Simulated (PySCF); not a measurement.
Several species in one continuum solvent.

All values: CAM-B3LYP/def2-SVPD (PySCF, non-relativistic), each on one gas-phase PBE0-D3(BJ)/def2-SVP geometry that isn't relaxed in the solvent. The solvent is an IEF-PCM continuum (van der Waals radii × 1.2). Specific hydrogen bonds and non-electrostatic terms are outside this model. Spin–orbit coupling is left out although an atom past zinc is present.

Question: Order them by E(solvent) − E(gas) in acetonitrile (ε = 35.69), most negative first (kJ/mol).
A. `[NH2:1][C:2](=[O:3])[CH:4]([GeH3:5])[GeH3:6]` with N1–C2–C4–Ge5 152°
B. `[CH2:1]=[C:2]([O:3][SiH3:4])[C:5]([Cl:6])([Cl:7])[Cl:8]` with C1–C2–O3–Si4 3°
C. `[O:1]=[CH:2][NH:3][CH:4]([GeH3:5])[GeH3:6]` with O1–C2–N3–C4 3°, C2–N3–C4–Ge5 105°

Answer: A (-37.3), C (-31.2), B (-12.3).

```
                  SMILES  charge  ΔE (kJ/mol)  polarisation term (kJ/mol)  HOMO shift (eV)  dipole gas (D)  dipole solvent (D)  atoms  lowest singlet, gas (eV)  lowest singlet, solvent (eV)
NC(=O)[CH]([GeH3])[GeH3]       0        -37.3                       -47.2            -0.14            3.83                5.51     15                      5.73                          5.98
  O=CN[CH]([GeH3])[GeH3]       0        -31.2                       -40.5            +0.21            3.74                5.41     15                      5.80                          6.00
 C=C(O[SiH3])C(Cl)(Cl)Cl       0        -12.3                       -14.3            +0.10            2.64                3.44     13                      6.21                          6.05
```

The polarisation term is half the interaction of the solute with the induced surface charges. Singlets are vertical TDDFT energies (frozen core, non-equilibrium response), the lowest in each medium.
